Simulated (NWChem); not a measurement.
Program: NWChem. System: hydrogen iodide (HI), charge 0, spin multiplicity 1, at a geometry optimised with PBE/def2-SVP with def2 effective core potentials on I. Level: RHF/def2-TZVP with def2 effective core potentials on I.

The NWChem input:

```
start mol
memory heap 200 mb stack 900 mb global 1100 mb
geometry units angstroms nocenter noautoz
  I      0.000000     0.000000     0.030237
  H      0.000000     0.000000    -1.602562
  symmetry group C2v
end
basis spherical
  * library def2-tzvp
end
ecp
  I library def2-ecp
end
scf
  rhf
  nopen 0
  maxiter 100
  thresh 1e-7
  semidirect memsize 60000000 filesize 0
end
task scf energy
```

Output (cleaned and shortened):

```
             Northwest Computational Chemistry Package (NWChem) 7.3.0
             --------------------------------------------------------

                                NWChem Input Module
                                -------------------

 Scaling coordinates for geometry "geometry" by  1.889725989
 (inverse scale =  0.529177249)

 Turning off AUTOSYM since
 SYMMETRY directive was detected!

                             Geometry "geometry" -> ""
                             -------------------------

 Output coordinates in angstroms (scale by  1.889725989 to convert to a.u.)

  No.       Tag          Charge          X              Y              Z
 ---- ---------------- ---------- -------------- -------------- --------------
    1 I                   53.0000     0.00000000     0.00000000     0.03023700
    2 H                    1.0000     0.00000000     0.00000000    -1.60256200

 Effective nuclear repulsion energy (a.u.)      17.1768810472

            Nuclear Dipole moment (a.u.)
            ----------------------------
        X                 Y               Z
 ---------------- ---------------- ----------------
     0.0000000000     0.0000000000    -0.0000018897

      Symmetry information
      --------------------

 Group name             C2v
 Group number             16
 Group order               4
 No. of unique centers     2

      Symmetry unique atoms

     1    2


 Summary of "ao basis" -> "" (spherical)
 ------------------------------------------------------------------------------
       Tag                 Description            Shells   Functions and Types
 ---------------- ------------------------------  ------  ---------------------
 *                         def2-tzvp                  on all atoms

 Summary of "ao basis" -> "ao basis" (spherical)
 ------------------------------------------------------------------------------
       Tag                 Description            Shells   Functions and Types
 ---------------- ------------------------------  ------  ---------------------
 I                         def2-tzvp                16       50   6s5p3d2f
[...]
 Vector   12  Occ=2.000000D+00  E=-3.865244D-01  Symmetry=b1
              MO Center=  1.5D-16,  9.4D-31,  1.0D-02, r^2= 2.0D+00
   Bfn.  Coefficient  Atom+Function         Bfn.  Coefficient  Atom+Function
  ----- ------------  ---------------      ----- ------------  ---------------
    16      0.568492  1 I  px                10     -0.454131  1 I  px
    13      0.355573  1 I  px                19      0.271618  1 I  px

 Vector   13  Occ=2.000000D+00  E=-3.865244D-01  Symmetry=b2
              MO Center= -2.4D-31,  1.2D-15,  1.0D-02, r^2= 2.0D+00
   Bfn.  Coefficient  Atom+Function         Bfn.  Coefficient  Atom+Function
  ----- ------------  ---------------      ----- ------------  ---------------
    17      0.568492  1 I  py                11     -0.454131  1 I  py
    14      0.355573  1 I  py                20      0.271618  1 I  py

 Vector   14  Occ=0.000000D+00  E= 8.313187D-02  Symmetry=a1
              MO Center=  6.1D-15, -8.0D-16, -3.4D-01, r^2= 4.6D+00
   Bfn.  Coefficient  Atom+Function         Bfn.  Coefficient  Atom+Function
  ----- ------------  ---------------      ----- ------------  ---------------
    53      1.450166  2 H  s                 21      1.000677  1 I  pz
     6     -0.844075  1 I  s                 18      0.284725  1 I  pz
    12     -0.225988  1 I  pz                15      0.184188  1 I  pz
     3      0.178915  1 I  s                  2     -0.155769  1 I  s

 Vector   15  Occ=0.000000D+00  E= 2.366998D-01  Symmetry=a1
              MO Center= -6.4D-14,  2.4D-14, -6.8D-01, r^2= 6.1D+00
   Bfn.  Coefficient  Atom+Function         Bfn.  Coefficient  Atom+Function
  ----- ------------  ---------------      ----- ------------  ---------------
    21     -1.162780  1 I  pz                18      1.085177  1 I  pz
    53      0.644453  2 H  s                 52     -0.358304  2 H  s
    34     -0.236414  1 I  d  0              12     -0.153959  1 I  pz

 Vector   16  Occ=0.000000D+00  E= 2.691987D-01  Symmetry=b1
              MO Center=  3.6D-14, -3.8D-28,  5.0D-03, r^2= 6.4D+00
   Bfn.  Coefficient  Atom+Function         Bfn.  Coefficient  Atom+Function
  ----- ------------  ---------------      ----- ------------  ---------------
    19      1.593799  1 I  px                16     -1.391280  1 I  px
    10      0.230903  1 I  px

 center of mass
 --------------
 x =   0.00000000 y =   0.00000000 z =   0.03282778

 moments of inertia (a.u.)
 ------------------
           9.519469988566           0.000000000000           0.000000000000
           0.000000000000           9.519469988566           0.000000000000
           0.000000000000           0.000000000000           0.000000000000

  Mulliken analysis of the total density
  --------------------------------------

    Atom       Charge   Shell Charges
 -----------   ------   -------------------------------------------------------
    1 I   25    25.14   0.19 -0.77  1.58  1.01  1.08  0.85 -0.49  6.45  1.34  2.80  1.04  9.23  0.77  0.05  0.01  0.00
    2 H    1     0.86   0.20  0.51  0.13  0.02

       Multipole analysis of the density wrt the origin
       ------------------------------------------------

     L   x y z        total         open         nuclear
     -   - - -        -----         ----         -------
     0   0 0 0     -0.000000      0.000000     26.000000

     1   1 0 0     -0.000000      0.000000      0.000000
     1   0 1 0      0.000000      0.000000      0.000000
     1   0 0 1     -0.220374      0.000000     -1.599912

     2   2 0 0    -21.611414      0.000000      0.000000
     2   1 1 0      0.000000      0.000000      0.000000
     2   1 0 1      0.000000      0.000000      0.000000
     2   0 2 0    -21.611414      0.000000      0.000000
     2   0 1 1     -0.000000      0.000000      0.000000
     2   0 0 2    -17.840169      0.000000      9.252849

 Task  times  cpu:        1.0s     wall:        1.0s

 Total times  cpu:        1.0s     wall:        1.0s
```
